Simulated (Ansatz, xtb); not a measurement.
Worked example: CH4 + C2H6O2Si2 → CH4O + C2H6OSi2

Species: CH4 (methane) `C`, singlet; C2H6O2Si2 `O[SiH2]C#C[SiH2]O`, singlet; CH4O (methanol) `CO`, singlet; C2H6OSi2 `O[SiH2]C#C[SiH3]`, singlet. The partners trade H for OH: C–H and Si–OH bonds give way to C–OH and Si–H.

Shapes, held fixed at every level: PBE0-D4/def2-TZVP. Flexible molecules stand in one conformer, not always the lowest. Programs: Ansatz 0.2.0, xtb 6.7.1. Electronic energies: no zero-point or thermal term.

At CCSD(T)/CBS estimate; 1 Eh = 2625.50 kJ/mol:

```
  species  energy (Eh)
      CH4   -40.462061
C2H6O2Si2  -808.276186
     CH4O  -115.617125
 C2H6OSi2  -733.045297
```

Task: Work out ΔE of the reaction at this level.

Result: 
1. Products less reactants: (-115.617125) + (-733.045297) − [(-40.462061) + (-808.276186)] = 0.075825 Eh = +199.1 kJ/mol.

Other levels give +186.3 (PBE-D4/def2-TZVPP) to +206.0 kJ/mol (MP2/def2-TZVPP). No measured value is set beside it here. The CBS estimate extrapolates MP2 from def2-TZVPP and def2-QZVPP and adds CCSD(T) − MP2 in the triple-zeta set, cores frozen.
